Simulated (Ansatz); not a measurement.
Cost and result for the atomization energy of C$_{3}$H$_{6}$B$_{2}$, SMILES `C#CBBC` (11 atoms, 10 bonds).

```xyz
11

C    -0.4012    2.9078   -0.5939
C    -0.5298    1.7144   -0.7486
B    -0.6688    0.2235   -0.8918
B    -0.4175   -0.8033    0.3835
C     0.9320   -1.5019    0.7398
H    -0.2924    3.9607   -0.4706
H    -0.9844   -0.2068   -1.9687
H    -1.3735   -1.0832    1.0643
H     0.8139   -2.5485    0.4180
H     1.0995   -1.5552    1.8192
H     1.8224   -1.1075    0.2489
```

The species carries charge 0 and has multiplicity 1. The geometry is a stationary point of PBE0-D4/def2-TZVP. It is one conformer, not always the lowest. Program: Ansatz. All runs use 2 threads of an Intel Xeon on a shared host. Times are those of one run each, without the atoms' runs, and a repeat can differ threefold. Electronic energies, without spin–orbit coupling; frozen cores. CCSD(T)/CBS adds CCSD(T) − MP2 in def2-TZVPP to the MP2 limit, and its time is that of the two runs behind it. T1 = 0.014. B3LYP takes the VWN-RPA correlation (the form of Gaussian; ORCA's B3LYP/G). HSE06 is the plane-wave form, built on full-range PBE exchange.

CCSD(T)/CBS is a level of theory with its own doubt, some kJ/mol a heavy atom from the limit and from the frozen cores, so smaller differences don't rank the functionals.

| level | functions | wall time |
| --- | --- | --- |
| BLYP-D4/def2-TZVPP | 239 | 6.5 s |
| PBE-D4/def2-TZVPP (with forces) | 239 | 8 s |
| BHLYP-D4/def2-TZVPP | 239 | 8 s |
| HSE06-D4/def2-TZVPP | 239 | 8.6 s |
| CAM-B3LYP-D4/def2-TZVPP | 239 | 11 s |
| B3LYP-D4/def2-TZVPP (with forces) | 239 | 13 s |
| CCSD(T)/def2-SVP | 100 | 14 s |
| B97M-V/def2-TZVPP | 239 | 19 s |
| ωB97X-V/def2-TZVPP | 239 | 20 s |
| ωB97M-V/def2-TZVPP (with forces) | 239 | 32 s |
| MP2/def2-QZVPP | 465 | 75 s |
| CCSD(T)/def2-TZVPP | 239 | 9.9 min |
| CCSD(T)/CBS(def2) | – | 11 min |

What atomization energy does each give, and how far from CCSD(T)/CBS? (Estimate.)

Ansatz gave: 
```csv
level,atomization (kcal/mol),difference from CCSD(T)/CBS,per bond
BLYP-D4/def2-TZVPP,1066.3,10.3,1.0
PBE-D4/def2-TZVPP (with forces),1090.3,34.3,3.4
BHLYP-D4/def2-TZVPP,1042.6,-13.4,-1.3
HSE06-D4/def2-TZVPP,1074.7,18.7,1.9
CAM-B3LYP-D4/def2-TZVPP,1070.2,14.2,1.4
B3LYP-D4/def2-TZVPP (with forces),1068.9,12.9,1.3
CCSD(T)/def2-SVP,1018.6,-37.4,-3.7
B97M-V/def2-TZVPP,1071.9,15.9,1.6
ωB97X-V/def2-TZVPP,1061.7,5.7,0.6
ωB97M-V/def2-TZVPP (with forces),1066.6,10.6,1.1
MP2/def2-QZVPP,1067.9,11.9,1.2
CCSD(T)/def2-TZVPP,1033.6,-22.4,-2.2
CCSD(T)/CBS(def2),1056.0,0.0,0.0
```

In def2-TZVPP, CCSD(T) changes the Hartree–Fock value by +216.7 kcal/mol (the triples alone add +14.9 kcal/mol) and MP2 by +237.9 kcal/mol; breaking electron pairs costs correlation energy, which Hartree–Fock lacks. At CCSD(T), def2-SVP lies −37.4 kcal/mol from the extrapolated value and def2-TZVPP −22.4 kcal/mol: correlation converges slowly with the basis, and small sets miss more of it in the bonded molecule than in its fragments. From PBE to PBE0 (25 % exact exchange), in def2-TZVPP and without D4, the atomization energy moves by −15.8 kcal/mol: exact exchange takes away binding that semilocal exchange gives to molecules.
